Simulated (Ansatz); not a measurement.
Gas-phase electronic energies from Ansatz, PBE0-D4/def2-TZVP geometries. CCSD(T)/CBS is the MP2 limit (def2-TZVPP, def2-QZVPP) plus CCSD(T) − MP2 in def2-TZVPP, frozen cores. This one scheme is used for every species, atoms too. DFT in def2-TZVPP. HSE06 is defined as in plane-wave codes. Open shells (•) are unrestricted, without spin–orbit coupling. For Ge outer-core shells are correlated without core-valence functions, so the limit isn't a true one: a few kJ/mol of doubt a bond, and 10 to 20 or more in all where bonds break to atoms. Scalar relativity is left out up to krypton.

`C#[C][GeH]([F])[F]` + H• → `C#[C][Ge]([F])[F]`• + H₂  (hydrogen abstraction from a Ge–H bond)

Task: Is it downhill or uphill in electronic energy at CCSD(T)/CBS, and by how much? (An estimate is asked.)

Result: Computed: Downhill: ΔE = -65.8 kJ/mol.

Task: What do these levels give: r2SCAN-D4, PBE0-D4, r2SCANh-D4, r2SCAN0-D4, HSE06-D4, PBE-QIDH, PBE, HSE06, CCSD(T)/def2-SVP, HF/def2-TZVPP, SCS-MP2/def2-TZVPP, MP2/CBS(def2)? (Best estimate.)

Result: The calculation gave: r2SCAN-D4 -85.4, PBE0-D4 -71.5, r2SCANh-D4 -82.2, r2SCAN0-D4 -77.7, HSE06-D4 -72.1, PBE-QIDH -60.4, PBE -85.2, HSE06 -72.8, CCSD(T)/def2-SVP -54.4, HF/def2-TZVPP -42.5, SCS-MP2/def2-TZVPP -60.6, MP2/CBS(def2) -55.0 kJ/mol.

Largest T1 diagnostic among the species: 0.015.

From PBE to PBE0 (25 % exact exchange), in def2-TZVPP and without D4, ΔE moves by +13.0 kJ/mol. Leaving LDA and LC-ωPBE aside and taking each functional with its dispersion term where it has one, the values, not all of them listed here, spread over 41.6 kJ/mol, from BLYP-D4 to PBE-QIDH. LDA lies +8.7 kJ/mol from PBE without D4. In def2-TZVPP, CCSD(T) changes the Hartree–Fock value by −24.0 kJ/mol (the triples alone add −0.8 kJ/mol) and MP2 by −13.2 kJ/mol.
